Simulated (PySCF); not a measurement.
Geometry:
| atom | x (Å) | y (Å) | z (Å) |
| --- | --- | --- | --- |
| Te1 | 0.081 | 0.001 | 0.664 |
| O2 | 1.683 | -0.029 | -0.123 |
| F3 | -0.859 | 1.393 | -0.276 |
| F4 | -0.905 | -1.365 | -0.265 |

Geometry: PBE0-D3(BJ)/def2-SVP; GIAO absolute shieldings from PySCF 2.14.0 with density-fitted response routines, gas phase, scalar relativity only through the core potential, averaged over equivalent atoms.

At PBE0/pcSseg-1 (def2-TZVP on Te) (101 basis functions, 6.5 s wall time on 1 thread of an x86-64 server CPU, shared host):
| atoms | σ (ppm) |
| --- | --- |
| O2 | -192.8 |
| F3/F4 | 147.0 |

Predict the values at wB97X-D/pcSseg-1 (def2-TZVP on Te) on the same geometry.

Answers


| atoms | σ at wB97X-D/pcSseg-1 (def2-TZVP on Te) | change |
| --- | --- | --- |
| O2 | -183.7 | +9.1 |
| F3/F4 | 160.1 | +13.1 |

The largest change is at F3/F4 (fluorine bonded to Te). Cost: 101 basis functions, 6.1 s wall time on 1 thread of an x86-64 server CPU, shared host.

Te is described by an effective core potential, so it has no shielding of its own here; spin–orbit effects on the atoms bonded to it, which can be large, are absent, and the values of these neighbours are rough.
